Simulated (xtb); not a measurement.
CH₄N (SMILES C[NH-]), charge -1, singlet, geometry from GFN2-xTB; GFN2-xTB in xtb.

xtb was given this input:
```
$ xtb coord --gfn 2 --chrg -1 --json

# file coord
$coord
      0.0740456868       1.0908640019       0.0426354717  c
      0.0262004102      -1.4989336344       0.1587212342  n
     -1.8648925533       2.1966189134       0.0419239520  h
     -0.9343464908      -2.1611362062      -1.4222396099  h
      1.0881798349       1.8475274631       1.7074124535  h
      1.0833822927       2.0643412972      -1.6939581704  h
$end
```

Predict the main parts of the log of this xtb run.


```
   ID    Z sym.   atoms
    1    6 c      1
    2    7 n      2
    3    1 h      3-6

           -------------------------------------------------
          |                Calculation Setup                |
           -------------------------------------------------

           -------------------------------------------------
          |                 G F N 2 - x T B                 |
           -------------------------------------------------

          ...................................................
          :                      SETUP                      :
          :.................................................:
          :  # basis functions                  12          :
          :  # atomic orbitals                  12          :
          :  # shells                            8          :
          :  # electrons                        14          :
          :  max. iterations                   250          :
          :  Hamiltonian                  GFN2-xTB          :
          :  restarted?                      false          :
          :  GBSA solvation                  false          :
          :  PC potential                    false          :
          :  electronic temp.          300.0000000     K    :
          :  accuracy                    1.0000000          :
          :  -> integral cutoff          0.2500000E+02      :
          :  -> integral neglect         0.1000000E-07      :
          :  -> SCF convergence          0.1000000E-05 Eh   :
          :  -> wf. convergence          0.1000000E-03 e    :
          :  Broyden damping             0.4000000          :
          :  net charge                         -1          :
          :  unpaired electrons                  0          :
          ...................................................

 iter      E             dE          RMSdq      gap      omega  full diag
   1     -7.1914987 -0.719150E+01  0.446E+00    9.53       0.0  T
   2     -7.2512010 -0.597024E-01  0.171E+00    8.22       1.0  T
   3     -7.2524418 -0.124074E-02  0.914E-01    8.44       1.0  T
   4     -7.2525509 -0.109069E-03  0.106E-01    8.34       1.0  T
   5     -7.2525630 -0.121878E-04  0.342E-02    8.34       1.2  T
   6     -7.2525635 -0.504480E-06  0.919E-03    8.34       4.4  T
   7     -7.2525639 -0.333458E-06  0.268E-03    8.35      15.3  T
   8     -7.2525639 -0.121065E-07  0.342E-04    8.35     119.3  T
   9     -7.2525639 -0.204159E-09  0.131E-04    8.35     312.6  T

   *** convergence criteria satisfied after 9 iterations ***

         :::::::::::::::::::::::::::::::::::::::::::::::::::::
         ::                     SUMMARY                     ::
         :::::::::::::::::::::::::::::::::::::::::::::::::::::
         :: total energy              -7.186181620716 Eh    ::
         :: gradient norm              0.000039645214 Eh/a0 ::
         :: HOMO-LUMO gap              8.345259691211 eV    ::
         ::.................................................::
         :: SCC energy                -7.252563851903 Eh    ::
         :: -> isotropic ES            0.177659117451 Eh    ::
         :: -> anisotropic ES          0.003965009307 Eh    ::
         :: -> anisotropic XC          0.008240978724 Eh    ::
         :: -> dispersion             -0.002402426629 Eh    ::
         :: repulsion energy           0.066382231187 Eh    ::
         :: add. restraining           0.000000000000 Eh    ::
         :: total charge              -1.000000000000 e     ::
         :::::::::::::::::::::::::::::::::::::::::::::::::::::

           -------------------------------------------------
          |                Property Printout                |
           -------------------------------------------------

    * Orbital Energies and Occupations

         #    Occupation            Energy/Eh            Energy/eV
      -------------------------------------------------------------
         1        2.0000           -0.3520422              -9.5796
         2        2.0000           -0.2879175              -7.8346
         3        2.0000           -0.2562043              -6.9717
         4        2.0000           -0.2435576              -6.6275
         5        2.0000           -0.1913813              -5.2077
         6        2.0000           -0.0764405              -2.0801
         7        2.0000           -0.0192013              -0.5225 (HOMO)
         8                          0.2874814               7.8228 (LUMO)
         9                          0.3170477               8.6273
        10                          0.3650837               9.9344
        11                          0.4373702              11.9014
        12                          0.5659202              15.3995
      -------------------------------------------------------------
                  HL-Gap            0.3066827 Eh            8.3453 eV
             Fermi-level            0.1341401 Eh            3.6501 eV

     #   Z          covCN         q      C6AA      α(0)
     1   6 c        3.629     0.128    18.873     6.256
     2   7 n        1.768    -0.685    40.849     9.463
     3   1 h        0.899    -0.165     8.516     4.566
     4   1 h        0.858    -0.034     3.737     3.029
     5   1 h        0.922    -0.080     4.918     3.468
     6   1 h        0.899    -0.165     8.516     4.566

 Mol. C6AA /au·bohr⁶  :        428.162077
 Mol. C8AA /au·bohr⁸  :       7740.615565
 Mol. α(0) /au        :         31.348461

Wiberg/Mayer (AO) data.
largest (>0.10) Wiberg bond orders for each atom

 ---------------------------------------------------------------------------
     #   Z sym  total        # sym  WBO       # sym  WBO       # sym  WBO
 ---------------------------------------------------------------------------
     1   6 c    3.963 --     2 n    1.195     5 h    0.971     6 h    0.897
                             3 h    0.897
     2   7 n    2.326 --     1 c    1.195     4 h    0.978
     3   1 h    0.973 --     1 c    0.897
     4   1 h    0.999 --     2 n    0.978
     5   1 h    0.994 --     1 c    0.971
     6   1 h    0.973 --     1 c    0.897
 ---------------------------------------------------------------------------

Topologies differ in total number of bonds
Writing topology from bond orders to xtbtopo.mol

molecular dipole:
                 x           y           z       tot (Debye)
 q only:        0.064       0.387       0.080
   full:       -0.107       0.830      -0.245       2.216
molecular quadrupole (traceless):
                xx          xy          yy          xz          yz          zz
 q only:        1.162       0.173      -2.473       0.179       0.561       1.311
  q+dip:        1.404       0.635      -3.153       0.433       1.404       1.749
   full:        1.235       0.744      -2.959       0.578       1.555       1.725

           -------------------------------------------------
          | TOTAL ENERGY               -7.186181620716 Eh   |
          | GRADIENT NORM               0.000039645214 Eh/α |
          | HOMO-LUMO GAP               8.345259691211 eV   |
           -------------------------------------------------

normal termination of xtb
```
